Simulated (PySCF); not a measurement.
Species: C8H8Si.
Bonds: C1–C2 (triple), C2–Si3, Si3–C4, C4–C5 (aromatic), C5–C6 (aromatic), C6–C7 (aromatic), C7–C8 (aromatic), C8–C9 (aromatic), C4–C9 (aromatic). Hydrogens: H10 on C1; H11, H12 on Si3; H13 on C5; H14 on C6; H15 on C7; H16 on C8; H17 on C9.

Probes without a nucleus sit at each ring's centroid and 1 Å off its mean plane on both sides; NICS is minus the shielding there, NICSzz its component along the normal. Level: GIAO PBE0/pcSseg-1 (PySCF, non-relativistic, gas phase) on the GFN2-xTB geometry, one conformer.

Ring bond lengths (Å), with Mayer bond orders in brackets: C4–C5 1.392 (1.42), C5–C6 1.383 (1.45), C6–C7 1.385 (1.43), C7–C8 1.385 (1.43), C8–C9 1.383 (1.45), C9–C4 1.392 (1.42).

**Question.** What do the NICS probes read (ppm)?

**Answer.** 
```json
{"ring": "C4–C5–C6–C7–C8–C9", "type": "6-membered carbocycle; formal bonds all aromatic", "NICS(0)": "-7.9", "NICS(1), two faces": "-11.2 / -11.3", "NICS(1)zz, two faces": "-28.8 / -28.9", "rms pucker (Å)": "0.00", "centre to ring atoms, mean (Å)": "1.39"}
```

**Question.** What do they say, and how far can they be read as aromaticity?

**Answer.** 
- C4–C5–C6–C7–C8–C9: mean NICS(1)zz -28.9 ppm, shielded, aromatic by this magnetic criterion (flat ring, no four-coordinate atom).

**Question.** What does the geometric index give? HOMA = 1 − mean of α(R − Ropt)² over the ring bonds, with Krygowski's 1993 parameters (CC: Ropt 1.388 Å, α 257.7 Å⁻²).

**Answer.** 
- C4–C5–C6–C7–C8–C9: HOMA 1.00 = 1 − EN − GEO, with mean bond length 1.387 Å, EN = α(Ropt − mean)² = 0.001 and GEO = α × variance = 0.004. The geometric and the magnetic index point the same way.

**Question.** At the second NICS(1) probe listed for ring C4–C5–C6–C7–C8–C9, 1 Å off the ring, how large is the induced field along the normal in 11.7 T applied along it?

**Answer.** NICSzz × B0 = -28.9 ppm × 11.7 T = -338 μT, against the applied field.

On one thread of an Intel Xeon at 2.50 GHz, no GPU, shared host, this took 2.0 min (grids of density and orbitals included) and 0.88 GiB of memory at its peak. This is the whole shielding run at PBE0/pcSseg-1, SCF included.

The values belong to the conformer `[CH:1]#[C:2][SiH2:3][c:4]1[cH:5][cH:6][cH:7][cH:8][cH:9]1`: C2–Si3–C4–C5 27°.
